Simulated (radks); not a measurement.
The numbers below are computed, except where a source is named.
Species: I49+. Configuration: [He] 2s2.

Level of theory: Dirac Kohn-Sham, revPBE, spin-unpolarised, spherical densities, point nucleus (a radial shooting solver on a logarithmic mesh with Libxc functionals).

Energy parts (eV):
part                       energy
total                  -97232.883
kinetic                105746.484
electron-nucleus      -205332.733
Hartree                  3608.082
exchange-correlation    -1254.716

Orbitals (lengths in bohr, moments of r in powers of bohr; r(90%) holds 90 % of the orbital's charge):
[
 {"orbital": "1s1/2", "occ.": "2", "eigenvalue (eV)": "-37849.19", "r(90%)": "0.0487", "<r>": "0.02709", "small-component weight": "3.84e-02"},
 {"orbital": "2s1/2", "occ.": "2", "eigenvalue (eV)": "-9129.008", "r(90%)": "0.169", "<r>": "0.1102", "small-component weight": "9.21e-03"}
]

The highest occupied level is 2s1/2 at -9129.0 eV. Summed over all electrons, <r^2> = 0.03057 bohr^2, which gives a Langevin (diamagnetic) susceptibility term of -0.0242 x 10^-6 cm^3/mol. For comparison, the ionisation energy in NIST's Atomic Spectra Database is 9196 eV (theoretical). In exact Kohn-Sham theory the highest level is minus the ionisation energy, but local and semilocal functionals leave it too shallow, through self-interaction and a potential that decays too fast; potentials with the right tail come closer.
